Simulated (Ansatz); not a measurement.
A nudged elastic band was laid between two geometries of BGeH6NSSi (11 atoms, charge 0, multiplicity 1).

These are results of RKS PBE/def2-SVP in Ansatz 0.2.0, not measurements.

```
movable images  : 7
climbing image  : yes
spring          : 2.0 to 10.0 eV/Å², energy-weighted
optimiser       : quadratic models (default)
start path      : IDPP
force threshold : 0.05 eV/Å
iteration limit : 60
end points      : relaxed
```

Image 0:

```xyz
11
Properties=species:S:1:pos:R:3
N -1.670 1.641 -0.216
Ge -0.924 0.032 0.237
Si 1.416 -0.331 0.701
B 1.257 -1.553 -0.910
S -0.345 -1.275 -1.649
H -2.578 1.897 0.178
H -1.070 2.455 -0.365
H -2.062 -0.745 0.964
H 1.826 -0.790 2.081
H 2.177 0.944 0.414
H 2.038 -2.334 -1.415
```

Image 8:

```xyz
11
Properties=species:S:1:pos:R:3
N -1.608 1.726 0.069
Ge -0.939 0.025 0.295
Si 1.391 -0.341 0.758
B 1.262 -1.479 -0.919
S -0.350 -1.219 -1.646
H -1.011 2.373 -0.456
H -2.569 1.785 -0.286
H -2.093 -0.763 0.977
H 1.762 -0.898 2.111
H 2.158 0.950 0.577
H 2.063 -2.216 -1.459
```

Problem. What changes between the two ends?

Solution. No bond is made or broken. The dihedral H6–N1–Ge2–Si3 goes from -140 to 40°.

Problem. What energy profile does the band end with?

Solution. The run converged. The highest image is number 4 of 0 to 8, 0.127 eV above the first end and 0.192 eV above the last; the last end lies 0.064 eV below the first. Another band between the same ends (7 images) ends at a top of the same energy, where a vibrational analysis finds 1 clearly imaginary mode.

```tsv
image	path coordinate (Å)	energy (eV)	dihedral H6–N1–Ge2–Si3 (°)
0	0.00	0.000	-140
1	0.85	0.032	-99
2	1.35	0.078	-73
3	1.72	0.113	-53
4	2.06	0.127	-36
5	2.32	0.117	-23
6	2.60	0.084	-9
7	2.96	0.021	7
8	3.75	-0.064	40
```

Problem. What is the geometry of the highest image?

Solution. 
```xyz
11
Properties=species:S:1:pos:R:3
N -1.861 1.546 -0.264
Ge -1.037 -0.077 0.189
Si 1.246 -0.324 0.942
B 1.397 -1.297 -0.835
S -0.149 -1.080 -1.721
H -1.527 2.306 0.344
H -1.596 1.814 -1.222
H -2.150 -1.031 0.718
H 1.520 -1.006 2.259
H 1.928 1.024 0.965
H 2.293 -1.932 -1.353
```

The band took 6 iterations and about 4 core-minutes.

The run took 110 s on 2 threads of AMD EPYC 7B13 (Zen 3), on a shared host, peak memory 0.21 GiB.
